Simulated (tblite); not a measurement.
Compound: C6H3ClF (doublet state).
Atom-mapped SMILES: `[F:1][c:2]1[c:3][cH:4][cH:5][cH:6][c:7]1[Cl:8]` (hydrogens: H9 on C4; H10 on C5; H11 on C6)

Structure optimised with GFN2-xTB, isolated species. This method treats the open shell by occupation alone, without spin polarisation.

Task: List the bond lengths and angles at this level.

Result: 
```csv
bond,length (Å)
F1–C2,1.339
C2–C3,1.363
C3–C4,1.361
C4–C5,1.394
C5–C6,1.382
C6–C7,1.386
C7–Cl8,1.725
C2–C7,1.402
C4–H9,1.078
C5–H10,1.079
C6–H11,1.079
```

A selection of angles:
```csv
angle,degrees
F1–C2–C3,122.6
F1–C2–C7,119.6
C3–C2–C7,117.8
C2–C3–C4,124.6
C3–C4–C5,117.5
C4–C5–C6,120.2
C5–C6–C7,120.7
C6–C7–Cl8,121.1
C2–C7–C6,119.3
C2–C7–Cl8,119.5
```

C7 (carbon bonded to 2 C and Cl) is planar (angles 121.1°, 119.5° and 119.3°, sum 360.0°, 0.00 Å off the plane of its three neighbours). C3 (carbon bonded to 2 C) is bent (angle 124.6°). The C–C distances run from 1.361 Å (C3–C4, aromatic) to 1.402 Å (C2–C7, aromatic), a spread of 0.041 Å. C4 (carbon bonded to 2 C and H) is planar (angles 121.7°, 120.9° and 117.5°, sum 360.0°, 0.00 Å off the plane of its three neighbours). C5 (carbon bonded to 2 C and H) is planar (angles 120.2°, 120.2° and 119.6°, sum 360.0°, 0.00 Å off the plane of its three neighbours). The 6-membered ring C2–C3–C4–C5–C6–C7 has internal angles of 117.5° to 124.6°; it is planar, 0.00 Å rms from its mean plane, widest ring torsion 0°. C2 (carbon bonded to 2 C and F) is planar (angles 122.6°, 119.6° and 117.8°, sum 360.0°, 0.00 Å off the plane of its three neighbours).

Point group: Cs (tolerance 0.08 Å). Its GFN2-xTB frequencies are all real (lowest 135 cm⁻¹).

All values are computed, not measured.
